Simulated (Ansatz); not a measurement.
A nudged elastic band was laid between two geometries of C₂H₄IN (8 atoms, charge 0, multiplicity 1).

Level of theory: RKS BHLYP/def2-SVP in Ansatz.

```json
{
 "movable images": "5",
 "climbing image": "yes",
 "spring": "5.0 eV/Å²",
 "optimiser": "quadratic models (default)",
 "start path": "IDPP",
 "force threshold": "0.05 eV/Å",
 "iteration limit": "47",
 "end points": "relaxed"
}
```

First end point:

```xyz
8
Properties=species:S:1:pos:R:3
C -0.286 1.169 -0.128
C -0.169 -0.150 -0.237
N 0.799 -0.948 0.327
I -1.492 -1.228 -1.492
H -1.020 1.730 -0.690
H 0.382 1.716 0.532
H 0.504 -1.864 0.621
H 1.374 -0.482 1.011
```

Last end point:

```xyz
8
Properties=species:S:1:pos:R:3
C -0.147 1.169 -0.288
C -0.241 -0.150 -0.154
N 0.448 -0.948 0.729
I -1.665 -1.227 -1.297
H -0.802 1.729 -0.939
H 0.599 1.715 0.284
H 0.699 -1.864 0.400
H 1.201 -0.482 1.210
```

Q: What changes between the two ends?

A: No bond is made or broken. The height of N3 over the plane of its neighbours goes from -0.26 to 0.26 Å. The two ends are copies of one structure, up to a mirror image or an exchange of like atoms.

Q: Give the energies along the band, and the barrier.

A: The forces met the threshold. The highest image is number 3 of 0 to 6, 3.8 kJ/mol above the ends, which have the same energy within 2 meV. A vibrational analysis at the climbing image gives one clearly imaginary mode, 414i cm⁻¹: a first-order saddle point.

| image | path coordinate (Å) | energy (kJ/mol) | height of N3 over the plane of its neighbours (Å) |
| --- | --- | --- | --- |
| 0 | 0.00 | 0.0 | -0.26 |
| 1 | 0.15 | 0.4 | -0.24 |
| 2 | 0.29 | 2.2 | -0.15 |
| 3 | 0.44 | 3.8 | 0.00 |
| 4 | 0.58 | 2.2 | 0.15 |
| 5 | 0.73 | 0.4 | 0.24 |
| 6 | 0.88 | 0.0 | 0.26 |

Q: What is the geometry of the highest image?

A: 
```xyz
8
Properties=species:S:1:pos:R:3:forces:R:3
C -0.218 1.194 -0.228 0.00 0.00 0.02
C -0.198 -0.136 -0.189 -0.01 -0.01 -0.02
N 0.626 -0.932 0.546 0.01 0.01 0.01
I -1.565 -1.241 -1.372 0.00 0.00 0.00
H -0.918 1.738 -0.845 0.00 0.00 0.00
H 0.483 1.760 0.380 0.00 0.00 0.00
H 0.569 -1.929 0.509 0.00 0.00 0.00
H 1.314 -0.511 1.143 0.00 0.00 0.00
```

Q: What are the harmonic wavenumbers there?

A: 414i, 188, 313, 334, 508, 562, 722, 829, 1005, 1123, 1304, 1466, 1655, 1768, 3235, 3368, 3726, 3872 cm⁻¹.

Run time: 2.1 min on 1 thread of Intel(R) Xeon(R) Platinum 8488C (Sapphire Rapids) (shared host), peak memory 0.2 GiB.
